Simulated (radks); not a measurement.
Values are calculated unless marked as measured or tabulated.
Spherical quantum dot in the effective-mass picture: electrons in a parabolic well V = omega^2 r^2 / 2 with omega = 2.02, all in effective atomic units (hartree* = m*/eps^2 hartree, bohr* = eps/m* bohr), one dielectric constant everywhere. Level of theory: non-relativistic Kohn-Sham, LDA (Slater exchange, Perdew-Wang correlation), spin-polarised, spherical densities (a radial shooting solver with Libxc functionals). Levels are named by radial order and angular momentum (1s, 1p, 1d, 2s, ...), and open shells are averaged over m.

N = 8, configuration 1s2 1p6. This is the lowest configuration that the search found. Occupied and some empty levels:

level  occupation  eigenvalue (hartree*)  <r> (bohr*)
1s              2                 9.1209       0.9498
1p              6                 10.546        1.214
1d              0                 12.091        1.414
2s              0                 12.302        1.280
1f              0                 13.729        1.582

Energy (hartree*): total 58.0332, kinetic 13.812, external 24.053, Hartree 24.985, exchange-correlation -4.8171. Static polarisability (adiabatic kernel): 1.961 bohr*^3, against N/omega^2 = 1.961 from the generalised Kohn theorem.

Electron density:

r (bohr*)  n(r) (e/bohr*^3)
0.0486               0.5542
0.232                0.6057
0.415                0.6911
0.598                0.7509
0.781                0.7366
0.964                0.6367
1.15                 0.4788
1.33                 0.3114
1.51                 0.1741
1.70                0.08342
1.88                0.03420
2.06                0.01200
2.25               0.003603
2.43              0.0009288
